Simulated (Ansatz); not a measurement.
CH6GaNS (`[CH3][Ga]([NH2])[SH]`), relaxed with RKS PBE0-D4/def2-TZVP in Ansatz 0.2.0 from a GFN2-xTB geometry. The force threshold is 0.005 eV/Å; the program also tests the step.

The species carries charge 0 and has multiplicity 1.

Start:

```xyz
10

C     0.068   -1.690    0.705
Ga    0.248    0.105   -0.219
N    -0.954    1.455    0.059
S     1.872    0.621   -1.662
H     0.880   -2.350    0.392
H     0.110   -1.569    1.790
H    -0.886   -2.156    0.449
H    -0.942    2.390   -0.327
H    -1.731    1.379    0.700
H     1.334    1.814   -1.886
```

(1) How much energy does the relaxation release, and in how many steps? (Estimate.)

(2) Which bonds change most? (Best estimate.)

(3) Give the relaxed structure. (Best estimate.)

Results:

(1) Ansatz gave: 6.29 kJ/mol, in 6 steps.

(2) Ansatz gave: C1–Ga2 from 2.028 to 1.955 Å; Ga2–S4 from 2.233 to 2.213 Å; S4–H10 from 1.328 to 1.343 Å; Ga2–N3 from 1.829 to 1.815 Å.

(3) The calculation gave: 
```xyz
10

C     0.081   -1.641    0.674
Ga    0.202    0.103   -0.200
N    -0.987    1.441    0.101
S     1.834    0.539   -1.631
H     0.886   -2.299    0.347
H     0.144   -1.526    1.758
H    -0.874   -2.116    0.441
H    -0.948    2.346   -0.334
H    -1.767    1.358    0.730
H     1.430    1.794   -1.886
```
